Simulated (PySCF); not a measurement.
**Cr: excitation energy**

Cr [Ar] 3d5 4s1 (7S) → Cr [Ar] 3d4 4s1 4p1 (high-spin determinant), as a difference of total energies. Calculation: PySCF 2.14, in aug-cc-pVDZ (7s6p4d2f, 59 functions); the non-relativistic Hamiltonian (point nucleus). Correlated levels: valence: [Ar] frozen. The calculations carry no spin-orbit coupling.

| method | excitation energy (cm⁻¹) |
| --- | --- |
| UHF | 16633 |
| LDA | 34046 |
| PBE | 32077 |
| PBE0 | 29112 |
| r2SCAN | 30390 |
| wB97X | 27410 |
| CAM-B3LYP | 28270 |
| wB97M-V | 28228 |
| MP2 (valence) | 24141 |
| SCS-MP2 (valence) | 19136 |

A first-order spin-orbit estimate (lowest level to lowest level, LS coupling) adds -0.058 eV.

The determinant of the upper state mixes LS terms, which raises its energy above the lowest term, most at the Hartree-Fock and MP2 levels.
